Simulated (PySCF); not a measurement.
# Energy and ionisation energy along a bond of BGeH4

All numbers below are calculated, not measured. The program is PySCF 2.14.0, an open-source quantum chemistry code, run on an isolated molecule that a program drew, which may never have been made. The molecule is BGeH4 (charge 0, doublet), drawn as the SMILES string `[BH2][GeH2]`.

The structure below is the HF double-zeta minimum with every atom moved a little at random, so it isn't optimised. Bond B1-Ge2 is then set to each length in the table by shifting atoms 2, 5, 6 along it, with nothing else relaxed.
```xyz
6
BGeH4, angstrom
B     1.1963   -1.5066   -0.8512
Ge    2.0013   -1.5927    1.0724
H     0.7161   -0.4720   -1.1966
H     1.5659   -2.3775   -1.5234
H     1.5601   -0.5222    2.1022
H     2.7433   -2.7656    1.5835
```

E is the energy above the same method's energy at the HF double-zeta minimum. IE is the energy to remove one electron at fixed geometry, to the singlet state of charge +1, as a difference of total energies. The basis family is cc-pVnZ, with UHF for radicals and no spin-orbit coupling. Best is HF at quadruple zeta, plus MP2 correlation extrapolated from triple and quadruple zeta, plus CCSD(T) minus MP2 at triple zeta, with a frozen core. The other columns are at triple zeta. Germanium has the cc-pVnZ-PP basis, with a core potential (ECP10MDF) in place of its 10 inner electrons, and its 3s, 3p and 3d shells are frozen in MP2 and coupled-cluster steps.

| bond (Å) | E PBE (kcal/mol) | E CCSD (kcal/mol) | E CCSD(T) (kcal/mol) | E best (kcal/mol) | IE PBE (eV) | IE CCSD (eV) | IE CCSD(T) (eV) | IE best (eV) | T1 |
|---|---|---|---|---|---|---|---|---|---|
| 2.0190 | 3.69 | 3.71 | 3.72 | 3.63 | 8.414 | 8.083 | 8.152 | 8.199 | 0.019 |
| 2.0870 | 4.82 | 4.79 | 4.75 | 4.78 | 8.283 | 7.955 | 8.025 | 8.073 | 0.020 |
| 2.1570 | 7.08 | 7.10 | 7.01 | 7.14 | 8.160 | 7.836 | 7.906 | 7.954 | 0.022 |
| 2.2010 | 8.94 | 9.04 | 8.90 | 9.09 | 8.087 | 7.766 | 7.837 | 7.885 | 0.023 |
| 2.3660 | ? | ? | ? | ? | ? | ? | ? | ? | ? |
| 2.6040 | 32.79 | 34.49 | 33.93 | 34.46 | 7.570 | 7.274 | 7.351 | 7.397 | 0.033 |

T1 is the CCSD diagnostic of the starting molecule.

**Estimate the best E and IE at 2.3660 Å from the other rows.**

A least-squares cubic in the inverse of the bond length through the other values of E best gives 18.45 kcal/mol there. A least-squares quadratic in the bond length through IE best gives 7.650 eV. The calculation gives 18.47 kcal/mol and 7.656 eV, so the fits miss by 0.02 kcal/mol and 0.006 eV. The same recipe one zeta lower moves these two values by 0.20 kcal/mol and 0.03 eV, a gauge of their own error. The rest of the row: E is 17.79 (PBE), 18.40 (CCSD), 18.12 (CCSD(T)); IE is 7.846 (PBE), 7.535 (CCSD), 7.608 (CCSD(T)); T1 is 0.026.
